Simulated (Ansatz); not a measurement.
**Worked example: C5H9Br + SiH2(CH3)(NH2) → C5H11N + SiH2(CH3)Br**

Species: C5H9Br (bromocyclopentane) `BrC1CCCC1`, singlet; SiH2(CH3)(NH2), singlet; C5H11N (cyclopentylamine) `NC1CCCC1`, singlet; SiH2(CH3)Br, singlet. The partners trade Br for NH2: C–Br and Si–NH2 bonds give way to C–NH2 and Si–Br.

Shapes, held fixed at every level: PBE0-D4/def2-TZVP. Flexible molecules stand in one conformer, not always the lowest. Programs: Ansatz 0.2.0. Electronic energies: no zero-point or thermal term.

At CCSD(T)/def2-TZVPP; 1 Eh = 2625.50 kJ/mol:

| species | energy (Eh) |
| --- | --- |
| C5H9Br | -2768.302714 |
| SiH2(CH3)(NH2) | -386.002384 |
| C5H11N | -251.459801 |
| SiH2(CH3)Br | -2902.854605 |

Question: Work out ΔE of the reaction at this level.

Answer: 
1. Products less reactants: (-251.459801) + (-2902.854605) − [(-2768.302714) + (-386.002384)] = -0.009308 Eh = -24.4 kJ/mol.

Other levels give -46.9 (CCSD(T)/def2-SVP) to -30.8 kJ/mol (wB97X-V/def2-TZVPP). No measured value is set beside it here. Relativity is left out for Br. Outer-core shells of Br are correlated in most correlated rows, in sets that cover them unevenly. CCSD(T)/def2-TZVPP lies outside the range of all other levels here, so it shouldn't be taken on trust. The median of the other levels is -33.4 kJ/mol.
